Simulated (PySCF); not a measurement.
# Working out the ionisation energy of Os⁺

Os⁺ [Xe] 4f14 5d6 6s1 (6D) → Os²⁺ [Xe] 4f14 5d6 (5D). All numbers are calculated (PySCF 2.14, a scalar-relativistic core potential, in cc-pVDZ-PP with ECP60MDF). Frozen: 5s2 5p6. Energies in hartree (1 hartree = 27.21139 eV):

```
             part  Os⁺ (lower)  Os²⁺ (upper)
              UHF   -89.824963    -89.237836
MP2 opposite-spin    -0.038709     -0.031871
    MP2 same-spin    -0.059484     -0.040821
```

What does Hartree-Fock give?

(-89.237836) − (-89.824963) = 0.587127 hartree = 15.977 eV.

What do MP2 and SCS-MP2 (6/5 opposite-spin, 1/3 same-spin) give?

The opposite-spin parts differ by 0.186 eV and the same-spin parts by 0.508 eV. MP2: 15.977 + (0.186) + (0.508) = 16.671 eV. SCS-MP2: 15.977 + 1.2 × (0.186) + (0.508)/3 = 16.370 eV.

Reference: 17 ± 1 eV (semi-empirical (NIST evaluation); NIST Atomic Spectra Database, ionization energies), between the lowest levels; spin-orbit coupling is absent from the calculation.

A double-zeta basis recovers only part of the correlation energy.

What remains against the reference includes basis incompleteness, the frozen core and correlation beyond second order.
